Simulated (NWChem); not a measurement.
Species: SnH₂S, singlet; SMILES [SnH][SH]

Program: NWChem. Low-valent species are run as closed-shell singlets; no triplet was tried in these runs. Structure relaxed at the PBE0/def2-SVP level. def2 effective core potentials on Sn; no spin-orbit coupling. Level MN15/def2-SVP: energy and gradient on several grids; changes count from the extra-fine grid, which is no exact limit either.

```tsv
grid	size of the energy change (μHa)	largest change of a gradient component (μHa/bohr)
xcoarse	400	10000
coarse	30	1000
medium	10	200
fine	< 10	< 30
xfine	< 10	< 30
```
